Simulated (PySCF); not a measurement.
Vibration and rotation of BAs⁺

UHF-CCSD(T) constants of BAs⁺, ⁴Σ⁻ (quartet), unpaired electrons σ ↑, π ↑↑ (basis B jorge-DZP-DKH, As jorge-DZP-DKH; spin-free X2C with a Gaussian nucleus; PySCF 2.14; masses 11.0093 and 74.9216 u):

| Item | Value |
| --- | --- |
| ωe | 582.5 cm⁻¹ |
| ωexe | 7.76 cm⁻¹ |
| Be | 0.44836 cm⁻¹ |
| αe | 0.00620 cm⁻¹ |
| De to B⁺ + As | 2.11 eV |

(1) What force constant and bond length do these constants imply?

(2) Estimate the centrifugal constant D from the Kratzer relation and find the Dunham coefficient a1.

Correlated steps freeze 10 core orbitals. Correlated levels converge slowly with the basis: in double zeta they bind strong bonds too weakly, by up to about 1 eV, and carry superposition errors of some tenths. Spin–orbit coupling is left out. For an ion De counts to the pair picked by the measured ionisation energies or electron affinities, which need not be the lowest pair at this level. The state is the lowest determinant that a PBE0 search found; another state may lie lower at other levels.

Answers

(1) Reduced mass μred = 9.5988 u; k = 5.8918×10⁻⁷·μred·ωe² (u, cm⁻¹, mdyn/Å) = 1.92 mdyn/Å; Re = √(16.8576/(μred·Be)) (u, cm⁻¹, Å) = 1.979 Å.

(2) D = 4Be³/ωe² = 1.06e-06 cm⁻¹; a1 = −1 − αeωe/(6Be²) = -3.99.
